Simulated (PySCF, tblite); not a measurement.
Isomers of C5H10NOP, one GFN2-xTB conformer each. Single-point energies are computed at PBE0/pcSseg-1 (PySCF, gas phase, no added dispersion term), electronic only.

| SMILES | GFN2-xTB relative energy (kcal/mol) |
| --- | --- |
| CC[P@@](C)(=O)CC#N | 0.0 |
| C=C[C@@H]1C[P@@]1(=N)CO | 71.5 |

Conformers: `[CH3:1][CH2:2][P@@:3]([CH3:4])(=[O:5])[CH2:6][C:7]#[N:8]` with C1–C2–P3–C4 180°, C2–P3–C6–C7 53°; `[CH2:1]=[CH:2][C@@H:3]1[CH2:4][P@@:5]1(=[NH:6])[CH2:7][OH:8]` with C1–C2–C3–C4 -149°, C4–P5–C7–O8 -110°, P5–C7–O8–H -43°.

Task: What does PBE0/pcSseg-1 give for the same structures?

Result: 
```
                 SMILES  PBE0/pcSseg-1 E (Eh)  PBE0/pcSseg-1 (kcal/mol)  GFN2-xTB (kcal/mol)  point group
     CC[P@@](C)(=O)CC#N            -667.33700                       0.0                  0.0           C1
C=C[C@@H]1C[P@@]1(=N)CO            -667.22390                      71.0                 71.5           C1
```

Both levels put the same isomer lowest. As drawn, the lower has a C≡N group and a P=O bond, which the higher lacks; the higher has a three-membered ring, an O–H bond and an N–H bond, which the lower lacks.

Task: Which frontier levels, dipoles and rotational constants go with these structures?

Result: 
| SMILES | HOMO (eV, PBE0/pcSseg-1) | LUMO (eV) | dipole (D) | A, B, C (MHz) |
| --- | --- | --- | --- | --- |
| CC[P@@](C)(=O)CC#N | -8.04 | 0.38 | 0.76 | 2074, 1440, 1133 |
| C=C[C@@H]1C[P@@]1(=N)CO | -6.29 | -0.08 | 2.84 | 3717, 939.5, 898.6 |

Task: What happens when harmonic zero-point energies from GFN2-xTB frequencies are added?

Result: 
```tsv
SMILES	ZPE (kcal/mol)	electronic (kcal/mol)	with ZPE (kcal/mol)
CC[P@@](C)(=O)CC#N	88.7	0.0	0.0
C=C[C@@H]1C[P@@]1(=N)CO	87.9	71.0	70.1
```

The zero-point energies span 0.8 kcal/mol. The order is unchanged.
